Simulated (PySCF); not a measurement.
The multiplicity is imposed and other spin states were not computed.

B3LYP has the VWN-RPA correlation part, as in Gaussian. 

## [Cu(NH3)(Cl)] (charge 0, multiplicity 1)

All values below come from B3LYP-D3(BJ)/def2-TZVP // TPSS-D3(BJ)/def2-SVP (PySCF).

```
Property                                                    Value
----------------------------------------  -----------------------
HOMO                                                     -6.28 eV
dipole moment                                              9.01 D
HOMO–LUMO gap                                             5.05 eV
LUMO                                                     -1.23 eV
charge on the central atom (Mulliken)                      0.26 e
charge on the central atom (meta-Löwdin)                   0.48 e
total energy                                         -58708.27 eV
cost                                      roughly 40 core-seconds
```

```xyz
6

Cu    -0.0836     0.0350     0.0118
N     -1.7569     0.9849     0.2137
H     -2.3873     0.5310     0.8892
H     -2.2801     1.0521    -0.6702
H     -1.6242     1.9503     0.5455
Cl     1.7263    -0.9940    -0.2066
```
Charge 0, spin multiplicity 1.
